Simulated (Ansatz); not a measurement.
Ansatz (an electronic-structure program) input (r2SCAN0/def2-TZVPD):

Ansatz 0.2 input:
```yaml
crystal:
  periodic: [false, false, false]
  atoms:
    - {symbol: B, position_ang: [-0.85573650, -0.00493450, -0.02237294]}
    - {symbol: N, position_ang: [0.51584742, -0.10079013, 0.00863416]}
    - {symbol: H, position_ang: [-1.47797506, 1.01043132, 0.00900960]}
    - {symbol: H, position_ang: [1.13550828, 0.69831676, 0.06203764]}
    - {symbol: H, position_ang: [1.01021735, -0.97854462, -0.01962167]}
basis:
  gaussian:
    orbitals: def2-TZVPD
hamiltonian:
  xc: {name: r2SCAN0}
magnetization: {spin_polarized: true, initial_magnetization: 1}
output: {forces: true}
```

Output:

```
Functional definition: r2SCAN0
integrals: 0.02 GiB planned
497 factors; their error is unknown
mean field: 0.31 GiB planned
mean field evaluation 1: about -2208.4555 eV, gradient 3.6e1 eV
mean field evaluation 2: about -2204.7012 eV, gradient 4.5e1 eV
mean field evaluation 4: about -2213.3172 eV, gradient 1.2e0 eV
mean field evaluation 8: about -2213.3286 eV, gradient 1.7e-1 eV
mean field evaluation 16: about -2213.3287 eV, gradient 5.0e-5 eV
mean field -2213.32873763 eV, -81.3383308599 hartree, gradient 5.0e-5 eV, S^2 0.754283; 0 other end points of the search recorded, 0 dependent functions left out
the calculation of the forces begins
reference -2213.32874930 eV, -81.3383312886 hartree; 8, 7 occupied and 93, 94 virtual orbitals, 497 factors
Total energy: -2213.32874930 eV, -81.3383312886 hartree
Atom 0 at    -0.855737    -0.004934    -0.022373 Å, force     0.129434    -0.041657     0.001401 eV/Å
Atom 1 at     0.515847    -0.100790     0.008634 Å, force     0.155691     0.034053     0.005621 eV/Å
Atom 2 at    -1.477975     1.010431     0.009010 Å, force     0.031975     0.004467     0.001036 eV/Å
Atom 3 at     1.135508     0.698317     0.062038 Å, force    -0.181075    -0.216665    -0.014818 eV/Å
Atom 4 at     1.010217    -0.978545    -0.019622 Å, force    -0.136025     0.219801     0.006759 eV/Å
Dipole moment:     0.456907     0.053029     0.014302 e Å
```

It need not be the lowest isomer of its formula.
